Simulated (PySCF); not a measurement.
Xenon: a sound run and one with changed settings

Sound run: Xe [Xe], Xe⁺ [Kr] 4d10 5s2 5p5. All numbers are calculated (PySCF 2.14, the spin-free X2C one-electron Hamiltonian (Gaussian nucleus), in x2c-SVPall). In the sound run the correlated levels freeze [Kr] 4d10. The sound run starts from symmetry-adapted Hartree-Fock orbitals and uses a fine grid where one is needed.

Changed run: basis STO-3G, all-electron and non-relativistic. This setting is unsound on purpose.

```csv
species,method,sound run (hartree),changed run (hartree),converged
Xe,UHF,-7442.66501,-7162.10421,yes
Xe,MN15,-7450.56573,-7160.32499,yes
Xe,TPSS,-7445.30712,-7163.95633,yes
Xe,MP2,-7442.75577,-7162.10421,yes
Xe⁺,UHF,-7442.23904,-7161.76014,yes
Xe⁺,MN15,-7450.11325,-7159.93925,yes
Xe⁺,TPSS,-7444.84953,-7163.56947,yes
Xe⁺,MP2,-7442.30699,-7161.76014,yes
```

Ionisation energy of Xe:

| method | sound run (eV) | changed run (eV) |
| --- | --- | --- |
| UHF | 11.591 | 9.363 |
| MN15 | 12.313 | 10.496 |
| TPSS | 12.452 | 10.527 |
| MP2 | 12.212 | 9.363 |
| SCS-MP2 | 12.149 | 9.363 |

A minimal basis cannot let orbitals breathe on ionisation and holds almost no correlation. The Hamiltonian changed with the basis, so the totals do not compare.

For comparison, NIST gives 12.130 eV between the lowest levels.
